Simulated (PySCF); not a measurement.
This PySCF input asks for the NMR shieldings of SMILES C[C@]1(B(F)F)COC(=O)O1, C4H5BF2O3; the geometry comes from GFN2-xTB.

```python
import basis_set_exchange as bse
import numpy as np
from pyscf import gto, dft
from pyscf.prop import nmr

atoms = """
C    -0.599788   -0.822849    1.264671
C    -0.256930    0.097583    0.082695
B    -1.587299    0.652550   -0.630648
F    -2.403280   -0.178802   -1.238235
F    -1.932227    1.907852   -0.674176
C     0.700021   -0.615361   -0.922339
O     1.903508    0.111272   -0.837308
C     1.786144    1.136465    0.029403
O     2.654897    1.899193    0.283320
O     0.556654    1.176582    0.561502
H     0.313378   -1.216048    1.706848
H    -1.223536   -1.643083    0.920410
H    -1.136768   -0.258778    2.022713
H     0.886223   -1.654816   -0.637580
H     0.334590   -0.583769   -1.953188
"""
names = dict.fromkeys(["C", "B", "F", "O", "H"], "pcSseg-1")
basis = {el: gto.basis.parse(bse.get_basis(n, elements=[el], fmt="nwchem")) for el, n in names.items()}
mol = gto.M(atom=atoms, basis=basis, charge=0, verbose=0)
mf = dft.RKS(mol, xc="PBE0")
mf.grids.level = 2
mf.grids.alignment = dft.numint.BLKSIZE   # the property module wants whole blocks of grid points
mf.conv_tol = 1e-9
mf.kernel()

calc = nmr.RKS(mf)   # GIAO
C = mf.mo_coeff
Co = C[:, mf.mo_occ > 0]
resp = mf.gen_response(singlet=True, hermi=2)
def vind(x):   # induced exchange potential for any number of trial vectors
    d = np.einsum("pi,xij,qj->xpq", C, 2 * x.reshape(-1, C.shape[1], Co.shape[1]), Co, optimize=True)
    return np.einsum("xpq,pi,qj->xij", resp(d - d.transpose(0, 2, 1)), C, Co, optimize=True).ravel()
mo1, _ = nmr.rhf.solve_mo1(calc, with_cphf=vind)
sigma = calc.kernel(mo1)
for i, s in enumerate(sigma):   # ppm
    print("%2d %-2s %9.2f" % (i, mol.atom_pure_symbol(i), np.trace(s) / 3))
```

Q: What does it print?

A: 
```
 0 C     160.16
 1 C     115.34
 2 B      74.92
 3 F     253.11
 4 F     241.49
 5 C     113.41
 6 O     187.23
 7 C      28.62
 8 O      34.99
 9 O     167.01
10 H      30.19
11 H      30.46
12 H      29.93
13 H      27.66
14 H      27.25
```

These numbers come from an equivalent density-fitted implementation of the same equations, which agrees with the script to about 0.01 ppm for H and up to a few tenths of a ppm for heavy atoms, so last digits may differ.

Size and cost of the density-fitted run: 195 basis functions, 39 s wall time on 1 thread of an Arm Neoverse V1, shared host; peak memory 0.85 GiB.
